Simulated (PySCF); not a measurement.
Compound: C5H5ClS3.
SMILES with atom numbers: `[CH3:1][CH2:2][c:3]1[s:4][c:5](=[S:6])[s:7][c:8]1[Cl:9]` (hydrogens: H10, H11, H12 on C1; H13, H14 on C2)

Theory: PBE0-D3(BJ)/def2-SVP geometry optimisation, gas phase (PySCF).

(1) What internal coordinates does the optimisation give?

Results:

(1) 
| bond | length (Å) | order |
| --- | --- | --- |
| C1–C2 | 1.527 | single |
| C2–C3 | 1.497 | single |
| C3–S4 | 1.748 | aromatic |
| S4–C5 | 1.750 | aromatic |
| C5=S6 | 1.632 | double |
| C5–S7 | 1.753 | aromatic |
| S7–C8 | 1.747 | aromatic |
| C8–Cl9 | 1.718 | single |
| C3–C8 | 1.351 | aromatic |
| C1–H10, C1–H11, C1–H12 | 1.100 | single |
| C2–H13, C2–H14 | 1.101 | single |

Bonds in one row agree within 0.01 Å and their mean is given. Orders are formal, as drawn. A selection of angles:
| angle | degrees |
| --- | --- |
| C2–C1–H10 | 111.3 |
| H10–C1–H11 | 107.8 |
| C1–C2–C3 | 112.8 |
| C1–C2–H13 | 110.3 |
| C3–C2–H13 | 109.0 |
| C3–C2–H14 | 107.7 |
| H13–C2–H14 | 106.6 |
| C2–C3–S4 | 119.0 |
| C2–C3–C8 | 126.6 |
| S4–C3–C8 | 114.3 |
| C3–S4–C5 | 98.6 |
| S4–C5–S6 | 124.2 |
| S4–C5–S7 | 111.9 |
| S6–C5–S7 | 123.9 |
| C5–S7–C8 | 96.7 |
| S7–C8–Cl9 | 117.2 |
| C3–C8–S7 | 118.4 |
| C3–C8–Cl9 | 124.4 |

Torsions: C1–C2–C3–S4 -80° (synclinal). The mirror-image conformer, all signs reversed, is as good.

The 5 C–S bonds span 1.632 Å (C5=S6, drawn double) to 1.753 Å (C5–S7, drawn aromatic), a spread of 0.121 Å. The 5-membered ring C3–S4–C5–S7–C8 has internal angles of 96.7° to 118.4°; it is planar, 0.00 Å rms from its mean plane, widest ring torsion 1°. S7 (ring sulfur) is bent (angle 96.7°). S4 (ring sulfur) is bent (angle 98.6°). Of the pairs four or more bonds apart, Cl9···H14 is among the closest relative to their van der Waals radii: 2.75 Å, 93 % of the sum of Bondi's values. The 3 C–C bonds span 1.351 Å (C3–C8, drawn aromatic) to 1.527 Å (C1–C2, drawn single), a spread of 0.176 Å.

Point group: C1 (no symmetry element, even within 0.4 Å). Stationary, but not proved a minimum. One conformer, not necessarily the lowest.
